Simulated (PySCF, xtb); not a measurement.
F3H3O3Si2, SMILES O[Si](O)(O)[Si](F)(F)F.

GFN2-xTB (xtb 6.7.1) at its own geometry gives an orbital gap of 6.05 eV and a dipole moment of 3.15 D.

The structure is a stationary point at PBE0-D3(BJ)/def2-SVP. The structure was generated by enumeration, and PubChem lists no compound with its InChIKey, so it may never have been made. One conformer was computed; it need not be the lowest.

### Question
What does PBE/def2-TZVP run with PySCF give? (The exact figures need the calculation; the answer reports its results.)

### Answer
gap 6.13 eV (levels -7.28 and -1.15 eV), dipole 1.49 D.
